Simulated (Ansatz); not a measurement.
The same path of CH4 + Cl2Zn (8 atoms, charge 0, multiplicity 1) was run 3 times with different band settings. Lost on the way: Zn1–Cl2, H4–C5. Made: Zn1–C5, Cl2–H4.

These are results of UKS PBE0/def2-SVP (Ansatz 0.2.0), not measurements.

Relaxed end points:

```xyz
8
Properties=species:S:1:pos:R:3
Zn -1.110 -0.629 -1.436
Cl -1.036 -2.642 -0.817
Cl -1.358 1.287 -2.279
H 0.408 -0.657 0.760
C 0.698 0.395 0.902
H 0.310 0.742 1.869
H 1.793 0.464 0.894
H 0.295 1.040 0.106
```

```xyz
8
Properties=species:S:1:pos:R:3
Zn -0.539 0.533 -0.921
Cl -0.745 -2.317 -0.462
Cl -1.750 0.531 -2.670
H -0.011 -2.317 0.597
C 0.588 0.846 0.626
H 0.075 0.543 1.553
H 1.525 0.271 0.550
H 0.857 1.909 0.727
```

Common settings: climbing image yes; spring 5.0 eV/Å²; optimiser quadratic models (default); force threshold 0.05 eV/Å; iteration limit 60; end points relaxed.

| run | movable images | start path |
| --- | --- | --- |
| 1 | 7 | through a guess of the saddle point |
| 2 | 7 | straight line |
| 3 | 1 | through a guess of the saddle point |

(1) What does each run give, and how far can it be trusted?

Results:

(1) Run 1: converged after 13 iterations, highest image 1.866 eV above the first end. Neighbouring images differ by up to 1.2 eV, so the band resolves the path poorly. A vibrational analysis at the climbing image gives one clearly imaginary mode, 929i cm⁻¹: a first-order saddle point.
Run 2: converged after 10 iterations, highest image 1.913 eV above the first end. The order of the point at the top wasn't checked.
Run 3: converged after 11 iterations, highest image 1.866 eV above the first end. Neighbouring images differ by up to 1.9 eV, so the band resolves the path poorly. Another band between the same ends (7 images) ends at a top of the same energy, where a vibrational analysis finds 1 clearly imaginary mode. So few images can step over the top or miss a turn of the path.
The orbitals were unrestricted but ended closed-shell.
